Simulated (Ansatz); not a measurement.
Basis-set extrapolation for ClF$_{2}$H$_{2}$NSi, SMILES `N[Si](F)(F)Cl` (PBE0-D4/def2-TZVP geometry, frozen core, Ansatz 0.2.0). Multiplicity 1, RHF reference.

|  | def2-TZVPP | def2-QZVPP |
| --- | --- | --- |
| HF | -1003.311901 | -1003.346964 |
| MP2 correlation | -1.009635 | -1.103996 |
| CCSD(T) correlation | -1.069308 | -1.162189 |

Energies in hartree. Use E(X) = E(∞) + A·exp(−7.88·√X) for Hartree–Fock and E(X) = E(∞) + B·X^(−2.97) for correlation, with X = 3 and 4.

**Question.** What is the CCSD(T) energy at the basis-set limit?

**Answer.** HF limit: -1003.346964 + (-0.035063) × 0.13774 = -1003.35179. Correlation limit: -1.162189 + (-0.092881) × 0.74074 = -1.23099. Total: -1004.58278 hartree, 529.2 kJ/mol below CCSD(T)/def2-TZVPP.
